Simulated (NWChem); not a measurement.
Everything below was run with NWChem. System: OZn, charge 0, spin multiplicity 1, at a geometry optimised with PBE/def2-SVP. The structure started from a generated list of species.

Input file:

```
start mol
memory heap 200 mb stack 900 mb global 1100 mb
geometry units angstroms nocenter noautoz
  Zn     0.000000     0.000000     0.356692
  O      0.000000     0.000000    -1.337596
  symmetry group C2v
end
basis spherical
  * library def2-svpd
end
dft
  xc xpbe96 cpbe96
  semidirect memsize 60000000 filesize 0
  iterations 100
end
tddft
  rpa
  nroots 6
  notriplet
  thresh 1e-4
end
task tddft energy
```

The output up to the point where the run's verdict is printed (cleaned and shortened):

```
             Northwest Computational Chemistry Package (NWChem) 7.3.0
             --------------------------------------------------------

                                NWChem Input Module
                                -------------------

 Scaling coordinates for geometry "geometry" by  1.889725989
 (inverse scale =  0.529177249)

 Turning off AUTOSYM since
 SYMMETRY directive was detected!

                             Geometry "geometry" -> ""
                             -------------------------

 Output coordinates in angstroms (scale by  1.889725989 to convert to a.u.)

  No.       Tag          Charge          X              Y              Z
 ---- ---------------- ---------- -------------- -------------- --------------
    1 Zn                  30.0000     0.00000000     0.00000000     0.35669200
    2 O                    8.0000     0.00000000     0.00000000    -1.33759600

 Effective nuclear repulsion energy (a.u.)      74.9592393737

            Nuclear Dipole moment (a.u.)
            ----------------------------
        X                 Y               Z
 ---------------- ---------------- ----------------
     0.0000000000     0.0000000000    -0.0000151178

      Symmetry information
      --------------------

 Group name             C2v
 Group number             16
 Group order               4
 No. of unique centers     2

      Symmetry unique atoms

     1    2


 Summary of "ao basis" -> "" (spherical)
 ------------------------------------------------------------------------------
       Tag                 Description            Shells   Functions and Types
 ---------------- ------------------------------  ------  ---------------------
 *                         def2-svpd                  on all atoms

  pbe96 is a nonlocal functional; adding pw91lda local functional.

                                 NWChem DFT Module
                                 -----------------

 Summary of "ao basis" -> "ao basis" (spherical)
 ------------------------------------------------------------------------------
       Tag                 Description            Shells   Functions and Types
[...]
     6      0.053127  1 Zn px

 center of mass
 --------------
 x =   0.00000000 y =   0.00000000 z =   0.03329720

 moments of inertia (a.u.)
 ------------------
         131.152105493575           0.000000000000           0.000000000000
           0.000000000000         131.152105493575           0.000000000000
           0.000000000000           0.000000000000           0.000000000000

     Multipole analysis of the density
     ---------------------------------

     L   x y z        total         alpha         beta         nuclear
     -   - - -        -----         -----         ----         -------
     0   0 0 0     -0.000000    -19.000000    -19.000000     38.000000

     1   1 0 0     -0.000000     -0.000000     -0.000000      0.000000
     1   0 1 0     -0.000000     -0.000000     -0.000000      0.000000
     1   0 0 1     -0.825787     -0.412886     -0.412886     -0.000015

     2   2 0 0    -16.225834     -8.112917     -8.112917      0.000000
     2   1 1 0      0.000000      0.000000      0.000000      0.000000
     2   1 0 1      0.000000      0.000000      0.000000      0.000000
     2   0 2 0    -14.763426     -7.381713     -7.381713      0.000000
     2   0 1 1      0.000000      0.000000      0.000000      0.000000
     2   0 0 2    -17.888186    -41.316112    -41.316112     64.744039

                                NWChem TDDFT Module
                                -------------------

            General Information
            -------------------
           No. of orbitals :     114
            Alpha orbitals :      57
             Beta orbitals :      57
        Alpha frozen cores :       0
         Beta frozen cores :       0
     Alpha frozen virtuals :       0
      Beta frozen virtuals :       0
         Spin multiplicity :       1
    Number of AO functions :      57
        Use of symmetry is : off
      Symmetry adaption is : on
         Schwarz screening :  0.10D-07

              XC Information
              --------------
   PerdewBurkeErnzerhof Exchange Functional   1.00
     Perdew 1991 LDA Correlation Functional   1.00 local
    PerdewBurkeErnz. Correlation Functional   1.00 non-local

             TDDFT Information
             -----------------
          Calculation type : TDDFT
         Wavefunction type : Restricted singlets
          No. of electrons :      38
           Alpha electrons :      19
            Beta electrons :      19
              No. of roots :       6
          Max subspacesize :    5200
            Max iterations :     100
               Target root :       1
           Target symmetry : none
      Symmetry restriction : off
                 Algorithm : Optimal
        Davidson threshold :  0.10D-03

            Memory Information
            ------------------
          Available GA space size is         144175951 doubles
          Available MA space size is          50654004 doubles
          Length of a trial vector is          722
          Algorithm : Incore multiple tensor contraction
          Estimated peak GA usage is          15195212 doubles
          Estimated peak MA usage is             25800 doubles

    6 smallest eigenvalue differences (eV)
--------------------------------------------------------
  No. Spin  Occ  Vir  Irrep   E(Occ)    E(Vir)   E(Diff)
--------------------------------------------------------
    1    1   19   20 b2       -0.176    -0.414    -6.486
    2    1   18   20 a2       -0.371    -0.414    -1.173
    3    1   17   20 b2       -0.395    -0.414    -0.516
    4    1   16   20 b2       -0.484    -0.414     1.889
    5    1   15   20 b1       -0.485    -0.414     1.919
    6    1   14   20 a2       -0.498    -0.414     2.276
--------------------------------------------------------

  Entering Davidson iterations
  Restricted singlet excited states

  Iter   NTrls   NConv    DeltaV     DeltaE      Time
  ----  ------  ------  ---------  ---------  ---------
```

The program stopped with an error. NWChem stopped with the message: tddft_diagon: A-B is not positive-definite; try TDA.
